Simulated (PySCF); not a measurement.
**Stationary points of PbH3**

All numbers come from PySCF, PBE0, basis Pb def2-TZVP with ECP60, H def2-TZVP (scalar-relativistic core potentials, no spin–orbit coupling, density fitting).

Relaxations began from a few typed shapes; open shells are unrestricted. The search is not exhaustive: other isomers or separated fragments can lie lower, and high-lying points may rest on an excited occupation.

```json
{"spin": "doublet", "group": "C3v", "bonds": "Pb–H 1.779 Å (×3)", "angles": "H–Pb–H 108.9° (×3)", "imaginary modes (cm⁻¹)": "none", "ΔE (kJ/mol)": "0.0", "ΔE with ZPE (kJ/mol)": "0.0"}
{"spin": "doublet", "group": "D3h", "bonds": "Pb–H 1.723 Å (×3)", "angles": "H–Pb–H 120.0° (×3)", "imaginary modes (cm⁻¹)": "818i", "ΔE (kJ/mol)": "41.0", "ΔE with ZPE (kJ/mol)": "–"}
```

The lowest minimum found is the doublet C3v: Pb–H 1.779 Å (×3); H–Pb–H 108.9° (×3).

For the lowest minimum: with an element this heavy the missing spin–orbit coupling can shift these numbers.
